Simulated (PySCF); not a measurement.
# Working out the ionisation energy of Au⁺

Au⁺ [Xe] 4f14 5d10 (1S) → Au²⁺ [Xe] 4f14 5d9 (2D). All numbers are calculated (PySCF 2.14, scalar relativity through the core potential, in aug-cc-pVTZ-PP with one added diffuse shell each of s, p, d, f, g type with ECP60MDF (7s7p6d4f3g, 113 functions)). Frozen: 5s2 5p6. Energies in hartree (1 hartree = 27.21139 eV):

| part | Au⁺ (lower) | Au²⁺ (upper) |
| --- | --- | --- |
| UHF | -134.499459 | -133.803864 |
| MP2 opposite-spin | -0.224394 | -0.175733 |
| MP2 same-spin | -0.115250 | -0.091256 |

What does Hartree-Fock give?

(-133.803864) − (-134.499459) = 0.695595 hartree = 18.928 eV.

What do MP2 and SCS-MP2 (6/5 opposite-spin, 1/3 same-spin) give?

The opposite-spin parts differ by 1.324 eV and the same-spin parts by 0.653 eV. MP2: 18.928 + (1.324) + (0.653) = 20.905 eV. SCS-MP2: 18.928 + 1.2 × (1.324) + (0.653)/3 = 20.734 eV.

Reference: 20.203 ± 0.025 eV (measured; NIST Atomic Spectra Database, ionization energies), between the lowest levels; spin-orbit coupling is absent from the calculation.

What remains against the reference includes basis incompleteness, the frozen core and correlation beyond second order.
